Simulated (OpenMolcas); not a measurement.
**3s2 3p2 along the 14-electron sequence**

| Property | Result |
| --- | --- |
| Program | OpenMolcas |
| Method | MS-CASPT2, IPEA 0.25 Eh, imaginary shift 0.1 Eh |
| Basis | ANO-RCC-VTZP |
| Scalar Hamiltonian | DKH2, point nucleus |
| Spin-orbit coupling | state interaction with AMFI integrals over the reference wave functions, term energies averaged over their components |

Active space for each ion: 4 electrons in 4 orbitals (3s 3p); closed shells correlated by CASPT2: 2s 2p.

Computed levels in cm-1 above 3P0:

| Level | S2+ | Cl3+ | Ar4+ |
| --- | --- | --- | --- |
| 3P1 | 267 | 452 | 699 |
| 3P2 | 750 | 1240 | 1873 |
| 1D2 | 11020 | 13520 | 16060 |
| 1S0 | 25760 | 31180 | 36650 |
| weight of 3P in the lowest level (%) | 100 | 100 | 100 |

Measured, with the error of the calculation in %. Measured levels: S2+ from NIST levels in Podobedova, Kelleher and Wiese, J. Phys. Chem. Ref. Data 38, 171 (2009); Cl3+ from Moore, Atomic Energy Levels, vol. I, NSRDS-NBS 35 (1971 reprint of NBS Circular 467, 1949); Ar4+ from Saloman, J. Phys. Chem. Ref. Data 39, 033101 (2010).

| Level | S2+ | Cl3+ | Ar4+ |
| --- | --- | --- | --- |
| 3P1 | 299 (-10.5) | 491 (-7.9) | 763 (-8.4) |
| 3P2 | 833 (-10.0) | 1341 (-7.5) | 2029 (-7.7) |
| 1D2 | 11323 (-2.6) | 13766 (-1.8) | 16299 (-1.5) |
| 1S0 | 27161 (-5.1) | 32550 (-4.2) | 37912 (-3.3) |

The fine-structure level 3P2 changes by a factor of 2.5 from S2+ to Ar4+. Its fourth root runs 5.23, 5.93, 6.58, with steps per unit of Z of 0.70, 0.64; equal steps would mean a (Z - σ)^4 law with constant σ.

1D2 changes by a factor of 1.46 over the same range, with steps per unit of Z of +2500, +2540 cm-1.

Term energies are means over components that CASPT2 splits; among the terms shown or strongly mixed into the levels shown the widest spread is 50 cm-1 (3s2 3p2 1D, Ar4+). Over all roots computed the reference weight is 0.85 to 0.99 in S2+, 0.86 to 0.99 in Cl3+, 0.87 to 0.99 in Ar4+; the roots of lowest weight are the least certain, and an intruder state may touch them. Terms from blocks run as CI alone lack orbitals of their own. Measured partners are found by configuration, term and J. A level has none where our copy of the source lacks it or the pairing is in doubt (some pairs that miss far off the trend of their configuration count as doubtful), and it then counts in no deviation. Only configurations of the active space appear.
